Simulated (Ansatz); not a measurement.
Relaxation of HSTe (3 atoms, charge 0, multiplicity 2), to a largest force component of 0.02 eV/Å in at most 40 steps.

All numbers below come from UKS B3LYP-D4/def2-SVP in Ansatz.

```xyz
3
Properties=species:S:1:pos:R:3
S 1.439 0.294 0.823
Te -0.549 0.646 -0.230
H -0.890 -0.940 -0.593
```

Question: Where does it end, and by what steps?

Answer: The run converged. After 3 steps the energy has fallen by 0.028 eV; H3 moved furthest, 0.05 Å.

| step | energy less start (eV) | largest force component (eV/Å) | accepted |
| --- | --- | --- | --- |
| 0 | 0.0000 | 0.701 | yes |
| 1 | -0.0108 | 0.294 | yes |
| 2 | -0.0276 | 0.045 | yes |
| 3 | -0.0277 | 0.006 | yes |

```xyz
3
Properties=species:S:1:pos:R:3
S 1.480 0.319 0.848
Te -0.546 0.641 -0.229
H -0.934 -0.960 -0.619
```

Whether the end is a true minimum wasn't checked by a vibrational analysis.

Run time: 9.9 s on 1 thread of Arm Neoverse V2, with other jobs on the host, peak memory 0.13 GiB.
